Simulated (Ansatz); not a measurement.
`CBBC` + H₂O → `CBBO` + CH₄ at 298.15 K and 1 bar (formal hydrolysis of a B–C bond).

Calculated with Ansatz (gas phase, PBE0-D4/def2-TZVP geometries, no zero-point term in ΔE). CCSD(T)/CBS adds triple-zeta CCSD(T) − MP2 to the extrapolated MP2 energy (def2 sets, frozen cores). This one scheme is used for every species. Each species was taken in one conformer, which may not be the lowest.

```
species  CCSD(T)/CBS energy (Eh)  H − E (kJ/mol)  S (J/(mol·K))
 `CBBC`               -130.47910           273.7          327.8
    H₂O                -76.37941            66.4          188.7
 `CBBO`               -166.44324           217.3          314.2
    CH₄                -40.46206           127.4          186.2
```

H − E and S are ideal-gas, rigid-rotor, harmonic terms from PBE0-D4/def2-TZVP, for one conformer and one mirror image of each species. 1 Eh = 2625.50 kJ/mol, R = 8.31446 J/(mol·K).

**Question.** By hand: ΔE, ΔH, ΔS and ΔG.

**Answer.** ΔE = (-166.44324) + (-40.46206) − (-130.47910) − (-76.37941) = -0.04679 Eh = -122.8 kJ/mol. Δ(H − E) = 217.3 + 127.4 − 273.7 − 66.4 = 4.6, so ΔH = -118.2 kJ/mol. ΔS = 314.2 + 186.2 − 327.8 − 188.7 = -16.1 J/(mol·K). ΔG = -118.2 − 298.15 × (-16.1)/1000 = -113.4 kJ/mol.

**Question.** By hand: the equilibrium constant, and the temperature at which ΔG would vanish if ΔH and ΔS stayed fixed.

**Answer.** log₁₀ K = −ΔG/(RT ln 10) = 19.9. ΔG = 0 at ΔH/ΔS = 7342 K, far beyond where these terms or the molecules hold.

ΔH outweighs TΔS. A doubt of 5 kJ/mol in ΔE shifts log₁₀ K by 0.9 here. Other conformers and mirror images would add mixing entropy, several J/(mol·K) or more a flexible species. These are equilibria of isolated gas molecules and say nothing of rates. Largest T1 diagnostic: 0.013 (customary marks: 0.02 for closed shells, 0.045 for open ones).
